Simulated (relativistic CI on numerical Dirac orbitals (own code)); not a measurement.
# W⁴⁺: N6,7 absorption edge

Computed with this model: Dirac-Coulomb-Breit CI, KLI orbitals optimised for each configuration, QED by a radiative potential, valence Slater integrals scaled by 0.8, multiplet model of core-to-valence dipole absorption; configurations [Xe] 4f14 5d2 → [Xe] 4f13 5d3; 300 K; Lorentzian 0.45 eV and Gaussian 0.3 eV FWHM. Energies are those of the free ion, without screening or charge transfer. The branching ratio is the share of the lower-energy edge in the whole absorption, uncertain by about 0.02 where the edges overlap. S is read from ⟨S²⟩ = S(S + 1).

Field parameters in Wybourne normalisation: D4h B²₀ = −7Ds, B⁴₀ = 21(Dq − Dt), B⁴₄ = 21√(5/14) Dq. The field is a parameter set, without covalency.

free ion: ground-state S = 0.95, centroid 35.98 eV. Peaks (eV, height): 35.9 (100), 37.1 (52).

D4h, 10Dq = 41100, Ds = -1500, Dt = 260 cm⁻¹: ground-state S = 0.99, centroid 36.64 eV. Peaks (eV, height): 32.2 (29), 32.9 (43), 33.6 (59), 36.7 (63), 38.5 (100).

D4h, 10Dq = 41100, Ds = 3000, Dt = 260 cm⁻¹: ground-state S = 0.98, centroid 36.70 eV. Peaks (eV, height): 32.4 (45), 33.9 (54), 36.1 (47), 37.1 (66), 38.2 (58), 39.1 (100).

Strongest unbroadened transitions for free ion:

```
Energy (eV)  Relative strength
      33.92               22.9
      34.70               62.6
      35.09               18.8
      35.21               17.5
      35.35               26.2
      35.60               41.5
      35.63               26.8
      35.77               18.3
      35.78               37.1
      35.90               80.5
      35.99              100.0
      36.02               76.1
      36.11               37.1
      36.51               73.8
      36.55               48.9
      36.69               51.8
      37.06               48.5
      37.26               95.5
```
